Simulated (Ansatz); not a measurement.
Geometry optimisation, RKS B3LYP/def2-SVP in Ansatz.

Input file:

```yaml
crystal:
  periodic: [false, false, false]
  atoms:
    - { symbol: S, position_ang: [-1.87684, 0.31967, -0.04644] }
    - { symbol: C, position_ang: [-0.06971, 0.4931, -0.11205] }
    - { symbol: Sb, position_ang: [0.7929, -0.95564, 1.27164] }
    - { symbol: H, position_ang: [-2.16121, 1.28299, -0.92202] }
    - { symbol: H, position_ang: [0.19583, 1.5001, 0.19626] }
    - { symbol: H, position_ang: [0.27155, 0.30503, -1.12551] }
    - { symbol: H, position_ang: [2.32824, -0.73025, 0.56981] }
    - { symbol: H, position_ang: [0.51924, -2.215, 0.16832] }
basis:
  gaussian: { orbitals: def2-SVP }
hamiltonian:
  xc: b3lyp
relax:
  f_tol: 0.015
  max_steps: 40
```

Command:

```bash
$ ansatz run input.yaml --threads 1 --pin off --max-ram 2048MiB --backend cpu --events-out ev --progress --plain --runs-dir out
```

Q: Where does it end, and by what steps?

A: It converged. After 5 steps the energy has fallen by 0.058 eV; H8 moved furthest, 0.09 Å.

```tsv
step	energy less start (eV)	largest force component (eV/Å)	accepted
0	0.0000	0.524	yes
1	0.0099	0.388	no
2	-0.0555	0.156	yes
3	-0.0575	0.039	yes
4	-0.0578	0.018	yes
5	-0.0579	0.005	yes
```

```xyz
8
Properties=species:S:1:pos:R:3
S -1.924 0.347 -0.061
C -0.104 0.492 -0.134
Sb 0.806 -0.975 1.264
H -2.220 1.354 -0.920
H 0.228 1.486 0.199
H 0.277 0.294 -1.144
H 2.380 -0.700 0.608
H 0.558 -2.299 0.187
```

The run took 37 s on 1 thread of Intel(R) Xeon(R) Platinum 8488C (Sapphire Rapids) (shared host), peak memory 0.19 GiB.
